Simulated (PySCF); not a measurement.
PySCF input for trisilane anion (H₈Si₃), SMILES [SiH3][SiH2][SiH3] (connectivity only; charge and spin as stated), charge -1, multiplicity 2, PBE-D3(BJ)/def2-SVPD. The structure is a stationary point at PBE-D3(BJ)/def2-SVPD. The multiplicity is an assumed one; no other spin state was optimised.

```python
import numpy as np
from pyscf import gto, scf, dft, df
from pyscf.hessian import thermo

mol = gto.M(
    atom='''
    Si    2.34402952    0.00000000    0.24098012
    Si   -0.00000000    0.00000000   -0.53137747
    Si   -2.34402952   -0.00000000    0.24098012
    H     3.70254641   -0.00000001   -0.50936079
    H     2.50481484    1.19373160    1.17232714
    H     2.50481484   -1.19373160    1.17232715
    H     0.00000000   -1.18949394   -1.48937295
    H    -0.00000000    1.18949393   -1.48937296
    H    -2.50481484    1.19373161    1.17232714
    H    -2.50481484   -1.19373159    1.17232715
    H    -3.70254641   -0.00000000   -0.50936079
    ''',
    basis='def2-SVPD',
    charge=-1,
    spin=1,
    max_memory=1600,
    verbose=3,
)
mf = dft.UKS(mol, xc='pbe').density_fit(auxbasis='def2-universal-jkfit')
mf.disp = 'd3bj'
mf.grids.level = 3
mf.conv_tol = 1e-11
mf.max_cycle = 100
mf.kernel()
fine, coarse = mf.grids, dft.Grids(mol).set(level=1).build(with_non0tab=True)
for _ in range(3):  # follow internal instabilities
    mf.grids = coarse
    mo, _, stable, _ = mf.stability(return_status=True, nroots=4)
    mf.grids = fine
    if stable:
        break
    mf.kernel(mf.make_rdm1(mo, mf.mo_occ))

# analytic Hessian; the response equations are solved on a coarser grid
h, args, fine = mf.Hessian(), (mf.mo_energy, mf.mo_coeff, mf.mo_occ), mf.grids
h.max_memory = max(150, 2.5e-5 * df.make_auxmol(mol, mf.with_df.auxbasis).nao * mol.nelec[0] * (mol.nelec[0] + mol.nao))  # MB; small integral blocks
h1ao = h.make_h1(mf.mo_coeff, mf.mo_occ)
mf.grids = dft.Grids(mol).set(level=1).build(with_non0tab=True)
mo1, mo_e1 = h.solve_mo1(*args, h1ao)
mf.grids = fine
hess = h.hess_elec(*args, mo1, mo_e1, h1ao) + h.hess_nuc()
if mf.do_disp():
    hess += h.get_dispersion()
for i in range(mol.natm):  # the analytic DFT Hessian lacks the response of the grid: restore translational invariance
    hess[i, i] -= hess[i].sum(axis=0)
hess = (hess + hess.transpose(1, 0, 3, 2)) / 2
vib = thermo.harmonic_analysis(mol, hess, imaginary_freq=False)
thermo.dump_normal_mode(mol, vib)
th = thermo.thermo(mf, vib['freq_au'][vib['freq_au'] > 0], 298.15, 101325)
thermo.dump_thermo(mol, th)
g0 = mf.nuc_grad_method().set(verbose=0).kernel()

# dipole derivatives [dipole axis, atom, xyz] from the same response
r, irp = mol.intor('int1e_r'), mol.intor('int1e_irp').reshape(3, 3, mol.nao, mol.nao)
sl, dm0, ok = mol.aoslice_by_atom(), np.array(mf.make_rdm1()), []
dmu = np.einsum('a,xt->xat', mol.atom_charges(), np.eye(3))
for a, (_, _, p0, p1) in enumerate(sl):
    dmu[:, a] += 2 * np.einsum('xtij,ij->xt', irp[:, :, :, p0:p1], dm0.reshape(-1, mol.nao, mol.nao).sum(0)[:, p0:p1])
    for u, c, occ, f in zip(mo1, mf.mo_coeff, mf.mo_occ, (2, 2)):
        dmu[:, a] -= f * np.einsum('tui,xuv,vi->xt', u[a], r, c[:, occ > 0], optimize=True)
L = vib['norm_mode']
ir = 974.8801 * (np.einsum('xat,kat->kx', dmu, L) ** 2).sum(1)       # km/mol
apt = np.einsum('xax->a', dmu) / 3
print('mode   freq/cm-1   IR/(km/mol)')
for k, w in enumerate(vib['freq_wavenumber']):
    print(f'{k + 1:4d} {w:11.2f} {ir[k]:13.3f}')
print('max |gradient| / (hartree/bohr):', abs(g0).max())
print('APT charges:', apt.round(4))
```

Output:

```

WARN: HOMO -0.131787268008418 >= LUMO -0.131787268008418

converged SCF energy = -872.531755637052  <S^2> = 0.75449072  2S+1 = 2.0044857
<class 'pyscf.df.df_jk.DFUKS'> wavefunction is stable in the internal stability analysis

WARN: DFTD3 does not support analytical Hessian, using finite difference


WARN: Mole.unit (angstrom) is changed to Bohr

Mode                                 0                   1                   2
Irrep
Freq [cm^-1]                       73.6096            105.6004            110.0448
Reduced mass [au]                   3.5258              1.4161              1.0082
Force const [Dyne/A]                0.0113              0.0093              0.0072
Char temp [K]                     105.9078            151.9354            158.3299
Normal mode                   x     y     z       x     y     z       x     y     z
       0  Si                 0.07  0.00 -0.05   -0.00  0.04  0.00   -0.00  0.00  0.00
       1  Si                -0.00 -0.00  0.11   -0.00 -0.09 -0.00   -0.00  0.00 -0.00
       2  Si                -0.07  0.00 -0.05    0.00  0.04  0.00    0.00 -0.00  0.00
       3   H                -0.03  0.00 -0.21   -0.00  0.40  0.00    0.00 -0.33  0.00
       4   H                 0.18 -0.00 -0.06   -0.19 -0.10  0.21    0.08  0.26 -0.35
       5   H                 0.18  0.00 -0.06    0.19 -0.10 -0.21   -0.08  0.26  0.35
       6   H                -0.00  0.00  0.10   -0.00 -0.06 -0.04   -0.04  0.00  0.00
       7   H                -0.00 -0.00  0.10    0.00 -0.06  0.04    0.04  0.00 -0.00
       8   H                -0.18 -0.00 -0.06    0.19 -0.10  0.21    0.08 -0.26  0.34
       9   H                -0.18  0.00 -0.06   -0.19 -0.10 -0.21   -0.08 -0.26 -0.34
      10   H                 0.03  0.00 -0.21   -0.00  0.41  0.00    0.00  0.32  0.00
Mode                                 3                   4                   5
Irrep
Freq [cm^-1]                      211.9691            247.1952            249.6390
[...]
       6   H                 0.02  0.00 -0.00   -0.23 -0.00  0.00    0.00  0.08 -0.18
       7   H                 0.02  0.00 -0.00    0.23 -0.00 -0.00    0.00  0.08  0.18
       8   H                -0.21 -0.00  0.02   -0.34 -0.12  0.14   -0.28 -0.11  0.16
       9   H                -0.21  0.00  0.02    0.34 -0.12 -0.14    0.28 -0.11 -0.16
      10   H                 0.09  0.00 -0.21    0.00 -0.34 -0.00    0.00 -0.30  0.00
Mode                                 9                  10                  11
Irrep
Freq [cm^-1]                      479.7818            713.9202            720.6007
Reduced mass [au]                   1.3235              1.1011              1.0481
Force const [Dyne/A]                0.1795              0.3307              0.3206
Char temp [K]                     690.2992           1027.1722           1036.7840
Normal mode                   x     y     z       x     y     z       x     y     z
       0  Si                 0.01  0.00 -0.05    0.01 -0.00  0.02   -0.00 -0.03 -0.00
       1  Si                 0.00 -0.00  0.06    0.04  0.00 -0.00   -0.00 -0.00 -0.00
       2  Si                -0.01  0.00 -0.05    0.01  0.00 -0.02   -0.00  0.03  0.00
       3   H                 0.27 -0.00  0.41   -0.12  0.00 -0.19    0.00  0.15  0.00
       4   H                -0.26 -0.01  0.02   -0.08  0.07 -0.07   -0.05  0.05 -0.09
       5   H                -0.26  0.01  0.02   -0.08 -0.07 -0.07    0.05  0.05  0.09
       6   H                -0.00  0.02  0.03   -0.61  0.00 -0.00    0.65 -0.00 -0.00
       7   H                -0.00 -0.02  0.03   -0.61 -0.00 -0.00   -0.65  0.00  0.00
       8   H                 0.26 -0.01  0.02   -0.08 -0.07  0.07   -0.05 -0.05  0.09
       9   H                 0.26  0.01  0.02   -0.08  0.07  0.07    0.05 -0.05 -0.09
      10   H                -0.27 -0.00  0.41   -0.12 -0.00  0.19    0.00 -0.15 -0.00
Mode                                12                  13                  14
Irrep
Freq [cm^-1]                      824.6998            841.1751            842.3788
Reduced mass [au]                   1.0572              1.0701              1.0864
Force const [Dyne/A]                0.4237              0.4461              0.4542
Char temp [K]                    1186.5593           1210.2637           1211.9955
Normal mode                   x     y     z       x     y     z       x     y     z
       0  Si                 0.02  0.00  0.01   -0.02 -0.00 -0.02   -0.03 -0.00 -0.01
       1  Si                 0.00 -0.00  0.03    0.00  0.00  0.01    0.02  0.00 -0.00
       2  Si                -0.02  0.00  0.01    0.02 -0.00 -0.02   -0.03  0.00  0.01
       3   H                -0.11  0.00 -0.19    0.09 -0.00  0.15    0.11 -0.00  0.18
       4   H                -0.19  0.06 -0.05    0.25 -0.22  0.24    0.32 -0.18  0.18
       5   H                -0.19 -0.06 -0.05    0.25  0.22  0.24    0.32  0.18  0.18
       6   H                 0.00  0.36 -0.46   -0.00  0.21 -0.25   -0.26 -0.00  0.00
       7   H                 0.00 -0.36 -0.46   -0.00 -0.21 -0.25   -0.26  0.00  0.00
       8   H                 0.19  0.06 -0.05   -0.24 -0.22  0.24    0.33  0.18 -0.18
       9   H                 0.19 -0.06 -0.05   -0.24  0.22  0.24    0.33 -0.18 -0.18
      10   H                 0.11 -0.00 -0.19   -0.08  0.00  0.15    0.11 -0.00 -0.19
Mode                                15                  16                  17
Irrep
Freq [cm^-1]                      889.4555            898.3298            900.0684
Reduced mass [au]                   1.0441              1.0249              1.0428
Force const [Dyne/A]                0.4867              0.4873              0.4977
Char temp [K]                    1279.7285           1292.4966           1294.9980
Normal mode                   x     y     z       x     y     z       x     y     z
       0  Si                 0.02 -0.00 -0.02   -0.00  0.02  0.00   -0.02 -0.00  0.01
       1  Si                -0.00  0.00  0.00   -0.00  0.01  0.00   -0.00 -0.00  0.01
       2  Si                 0.02  0.00  0.02    0.00  0.02  0.00    0.02  0.00  0.01
       3   H                -0.13  0.00 -0.23    0.00 -0.47  0.00    0.14  0.00  0.27
       4   H                -0.20 -0.23  0.33   -0.34 -0.04  0.11    0.23  0.20 -0.29
       5   H                -0.20  0.23  0.33    0.34 -0.04 -0.11    0.22 -0.20 -0.29
       6   H                 0.02  0.00 -0.00   -0.00 -0.02  0.03   -0.00  0.11 -0.13
       7   H                 0.02 -0.00 -0.00    0.00 -0.02 -0.03    0.00 -0.11 -0.13
       8   H                -0.20  0.23 -0.33    0.34 -0.04  0.11   -0.22  0.20 -0.29
       9   H                -0.20 -0.23 -0.33   -0.34 -0.04 -0.12   -0.23 -0.20 -0.29
      10   H                -0.13 -0.00  0.23   -0.00 -0.48  0.00   -0.14 -0.00  0.27
Mode                                18                  19                  20
Irrep
Freq [cm^-1]                      900.3148           1838.0330           1870.2402
Reduced mass [au]                   1.0194              1.0407              1.0369
Force const [Dyne/A]                0.4868              2.0714              2.1368
Char temp [K]                    1295.3525           2644.5203           2690.8593
Normal mode                   x     y     z       x     y     z       x     y     z
       0  Si                 0.00 -0.01 -0.00    0.02  0.00 -0.01   -0.02 -0.00  0.01
       1  Si                 0.00 -0.00 -0.00   -0.00  0.00 -0.00   -0.00 -0.00 -0.00
       2  Si                -0.00  0.01 -0.00    0.02 -0.00  0.01    0.02  0.00  0.01
       3   H                -0.00  0.47 -0.00   -0.58 -0.00  0.37    0.60  0.00 -0.35
       4   H                 0.35  0.03 -0.11    0.01 -0.02 -0.01   -0.01  0.01  0.01
       5   H                -0.35  0.03  0.11    0.01  0.02 -0.01   -0.01 -0.01  0.01
       6   H                -0.10 -0.00  0.00   -0.00  0.00  0.00    0.00  0.03  0.02
       7   H                 0.10  0.00  0.00   -0.00 -0.00  0.00    0.00 -0.03  0.02
       8   H                 0.34 -0.03  0.11    0.01  0.02  0.01    0.01  0.01  0.01
       9   H                -0.34 -0.03 -0.11    0.01 -0.02  0.01    0.01 -0.01  0.01
      10   H                 0.00 -0.47 -0.00   -0.58 -0.00 -0.37   -0.60  0.00 -0.35
Mode                                21                  22                  23
Irrep
Freq [cm^-1]                     2007.5981           2017.9467           2041.7129
Reduced mass [au]                   1.0322              1.0482              1.0319
Force const [Dyne/A]                2.4511              2.5150              2.5345
Char temp [K]                    2888.4867           2903.3760           2937.5703
Normal mode                   x     y     z       x     y     z       x     y     z
       0  Si                -0.00 -0.00  0.00    0.00 -0.01  0.00    0.00 -0.00  0.02
       1  Si                 0.00  0.00  0.03   -0.00  0.04 -0.00   -0.00 -0.00 -0.00
       2  Si                 0.00 -0.00  0.00   -0.00 -0.01 -0.00    0.00  0.00 -0.02
       3   H                 0.03 -0.00 -0.01    0.00 -0.00 -0.00    0.03 -0.00  0.00
       4   H                 0.00 -0.03 -0.02    0.01  0.10  0.08   -0.04 -0.39 -0.29
       5   H                 0.00  0.03 -0.02   -0.01  0.10 -0.08   -0.04  0.39 -0.29
       6   H                -0.00 -0.55 -0.42   -0.00 -0.52 -0.42    0.01  0.00  0.00
       7   H                -0.00  0.55 -0.42    0.00 -0.52  0.42    0.01  0.00 -0.00
       8   H                -0.00 -0.03 -0.02   -0.01  0.10  0.08   -0.04  0.39  0.29
       9   H                -0.00  0.03 -0.02    0.01  0.10 -0.08   -0.04 -0.39  0.29
      10   H                -0.03 -0.00 -0.01    0.00 -0.00  0.00    0.03  0.00 -0.00
Mode                                24                  25                  26
Irrep
Freq [cm^-1]                     2045.5978           2052.0141           2056.8969
Reduced mass [au]                   1.0313              1.0492              1.0493
Force const [Dyne/A]                2.5427              2.6029              2.6156
Char temp [K]                    2943.1597           2952.3914           2959.4166
Normal mode                   x     y     z       x     y     z       x     y     z
       0  Si                 0.00 -0.00  0.02   -0.00  0.03  0.00   -0.00 -0.03 -0.00
       1  Si                -0.00 -0.00 -0.00   -0.00 -0.00  0.00    0.00 -0.01  0.00
       2  Si                -0.00 -0.00  0.02    0.00 -0.03 -0.00    0.00 -0.03 -0.00
       3   H                 0.01 -0.00  0.01    0.00  0.01 -0.00   -0.00 -0.01 -0.00
       4   H                -0.04 -0.39 -0.29   -0.05 -0.38 -0.30    0.05  0.37  0.29
       5   H                -0.04  0.39 -0.29    0.05 -0.38  0.30   -0.05  0.37 -0.29
       6   H                 0.00  0.04  0.03    0.00  0.00  0.00   -0.00  0.15  0.12
       7   H                 0.00 -0.04  0.03   -0.00  0.00 -0.00    0.00  0.15 -0.12
       8   H                 0.04 -0.39 -0.29   -0.05  0.38  0.30   -0.05  0.37  0.29
       9   H                 0.04  0.39 -0.29    0.05  0.38 -0.30    0.05  0.37 -0.29
      10   H                -0.01 -0.00  0.01    0.00 -0.01 -0.00    0.00 -0.01 -0.00
temperature 298.1500 [K]
pressure 101325.00 [Pa]
Rotational constants [GHz] 16.66749 1.36531 1.31856
Symmetry number 2
Zero-point energy (ZPE) 0.05940 [Eh]   155953.625 [J/mol]
                           tot       elec      trans        rot        vib
Entropy [J/mol/K]       368.429      5.763    165.183    106.259     91.224
Cv [J/mol/K]            119.224      0.000     12.472     12.472     94.281
Cp [J/mol/K]            127.539      0.000     20.786     12.472     94.281
Internal energy [J/mol]                      3718.434   3718.434 170745.488
Internal energy [Eh]   -872.46389  -872.53176
Enthalpy [J/mol]                             6197.391   3718.434 170745.488
Enthalpy [Eh]          -872.46295
Gibbs free energy [J/mol]                  -43052.021 -27962.603 143547.058
Gibbs free energy [Eh] -872.50478
mode   freq/cm-1   IR/(km/mol)
   1       73.61         1.047
   2      105.60         0.382
   3      110.04         0.000
   4      211.97        14.722
   5      247.20         0.015
   6      249.64       184.427
   7      332.56         0.919
   8      339.16         0.000
   9      462.86        15.892
  10      479.78         5.678
  11      713.92       587.033
  12      720.60         0.000
  13      824.70        64.247
  14      841.18        23.874
  15      842.38       228.496
  16      889.46       212.228
  17      898.33        48.408
  18      900.07        23.641
  19      900.31         0.001
  20     1838.03      1869.369
  21     1870.24        67.899
  22     2007.60       155.196
  23     2017.95        49.087
  24     2041.71        49.345
  25     2045.60       173.794
  26     2052.01         0.000
  27     2056.90       472.869
max |gradient| / (hartree/bohr): 0.0001002885997340514
APT charges: [ 0.512   0.5287  0.512  -0.4965 -0.2592 -0.2592 -0.2615 -0.2615 -0.2592
 -0.2592 -0.4965]
```

The calculation finished and met its thresholds.

Cost: roughly 10 core-minutes.
